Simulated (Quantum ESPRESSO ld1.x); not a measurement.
Problem. Excited configurations of Tm+: one electron is placed in a higher orbital outside [Xe] 4f13. The ground configuration is [Xe] 4f13 6s1. Method: scalar-relativistic Kohn-Sham, LDA (Slater exchange, VWN5 correlation), spin-polarised, spherical densities, point nucleus; open shells are filled with parallel spins first; computed with ld1.x of Quantum ESPRESSO 7.5. Excitation = E - E(ground); binding = E(ion) - E, where the ion is the core of charge +2; n* = 2/sqrt(2 binding) in atomic units, and the quantum defect is n - n*.

outer orbital  excitation (eV)  binding (eV)     n*  quantum defect  eigenvalue (eV)  <r> (bohr)
5d                       2.772         9.749  2.363           2.637           -6.148       2.911
5f                       8.970         3.551  3.915           1.085           -2.578       8.611
6p                       3.864         8.657  2.507           3.493           -6.637       4.530
6d                       7.719         4.802  3.367           2.633           -3.652       7.422
6f                      10.154         2.367  4.795           1.205           -1.829       14.85
7s                       6.740         5.781  3.068           3.932           -4.629       7.396
7p                       8.004         4.517  3.471           3.529           -3.581       9.009
7f                      10.842         1.679  5.694           1.306           -1.335       22.50

Estimate the row for 7d.

Solution. excitation (eV) 9.589; binding (eV) 2.932; n* 4.308; quantum defect 2.692; eigenvalue (eV) -2.317; <r> (bohr) 13.12. The Delta-SCF ionisation energy is 12.521 eV (NIST Atomic Spectra Database: 12.07 eV, semi-empirical). Self-interaction in the functional shifts the binding energies and quantum defects, so they are the method's values and not measured ones. Open shells are spherical and high-spin; term and fine-structure splittings are not resolved. Spin-orbit splitting is averaged out at the scalar-relativistic level.
